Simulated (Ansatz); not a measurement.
Reaction (formal exchange of groups at a C–S bond): `C=C(N)S[SiH3]` + `CI` → `C=C(N)CI` + `[SiH3]S`

Program: Ansatz. Geometries: PBE0-D4/def2-TZVP. ΔE: electronic, gas phase. CBS: MP2 limit from def2 TZ/QZ plus the TZ coupled-cluster correction, frozen cores. DFT in def2-TZVPP. Elements past krypton have def2 core potentials. For I outer-core shells are correlated without core-valence functions, which leaves a few kJ/mol of doubt a bond. Each species was taken in one conformer, which may not be the lowest.

```
         level  ΔE (eV)
       PBE0-D4    -0.16
        B2PLYP    -0.18
 HF/def2-TZVPP    -0.22
MP2/def2-TZVPP    -0.19
```

**Question.** What does CCSD(T)/CBS give? (Estimate.)

**Answer.** Ansatz gave: -0.19 eV. The listed levels differ from it by 0.03, 0.01, -0.03, 0.00 eV.

Largest T1 diagnostic among the species: 0.012.
